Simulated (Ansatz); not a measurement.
Single points on the cluster Li₇H₇⁻.

```yaml
crystal:
  periodic: [false, false, false]
  atoms:
    - {symbol: Li, position_ang: [-1.912527, 1.393833, 0.861315]}
    - {symbol: Li, position_ang: [1.223656, -1.575319, -0.517881]}
    - {symbol: Li, position_ang: [0.167431, 2.248214, -0.188808]}
    - {symbol: Li, position_ang: [0.236625, 0.120836, 1.429434]}
    - {symbol: Li, position_ang: [-1.012578, -1.929159, 0.578899]}
    - {symbol: Li, position_ang: [-0.975671, 0.004952, -1.071438]}
    - {symbol: Li, position_ang: [2.423121, 0.592823, -1.195511]}
    - {symbol: H, position_ang: [-0.357116, 1.892574, 1.601863]}
    - {symbol: H, position_ang: [-0.585577, -1.825919, -1.157958]}
    - {symbol: H, position_ang: [-1.547909, 1.783561, -0.851019]}
    - {symbol: H, position_ang: [2.759236, -1.112759, -1.282879]}
    - {symbol: H, position_ang: [0.747218, 0.478096, -0.380788]}
    - {symbol: H, position_ang: [-1.772064, -0.363197, 0.861618]}
    - {symbol: H, position_ang: [0.606146, -1.708547, 1.313152]}
basis:
  gaussian: {orbitals: def2-TZVPD, initial_orbitals: start.molden}
total_charge: -1
magnetization: {spin_polarized: true, initial_magnetization: 1}
hamiltonian: {xc: pbe, dispersion: d4}
scf: {omitted_lower_state_checks: [starts]}
output: {orbitals: {seedname: orbitals}}
```

The file start.molden holds the orbitals of an earlier run on this structure, at another level or in another basis.

```sh
$ ansatz run in.yaml --threads 4 --pin off --events-out ev --progress --plain --max-ram 3916MiB
```

Shortened log:

```
Functional definition: PBE
1512 factors; their error is unknown
mean field evaluation 1: about -1544.9041 eV, gradient 5.3e0 eV
mean field evaluation 2: about -1544.9751 eV, gradient 1.1e-1 eV
mean field evaluation 4: about -1544.9752 eV, gradient 2.1e-2 eV
mean field evaluation 8: about -1544.9752 eV, gradient 4.0e-5 eV
mean field -1544.97523511 eV, -56.7767926684 hartree, gradient 8.2e-6 eV, S^2 0.750420; 0 other end points of the search recorded, 0 dependent functions left out
reference -1544.97529764 eV, -56.7767949664 hartree; 15, 14 occupied and 167, 168 virtual orbitals, 1512 factors
Total energy: -1545.37840616 eV, -56.7916089313 hartree
Checks for a lower state left out: starts
```

It took 4.9 s on 4 threads of Arm Neoverse V1 on a shared host.

The first input with `hamiltonian: {xc: pbe0, dispersion: d4}` (abridged; 6 s):

```
Functional definition: PBE0
mean field -1546.14458241 eV, -56.8197653892 hartree, gradient 3.9e-5 eV, S^2 0.750309
Total energy: -1546.49233618 eV, -56.8325451046 hartree
Checks for a lower state left out: starts
```

Geometry: PBE-D4/def2-TZVPD.

At PBE-D4/def2-TZVPD, PBE0-D4/def2-TZVPD the highest occupied level of the relaxed charge -1 doublet lies above zero (up to 0.87 eV). By energy differences its removal costs 0.51 eV (each at its own geometry, to the charge 0 singlet, at PBE-D4/def2-TZVPD); the vertical value is larger still, so the positive level points to self-interaction error. The structure comes from a short search, and lower isomers may exist.
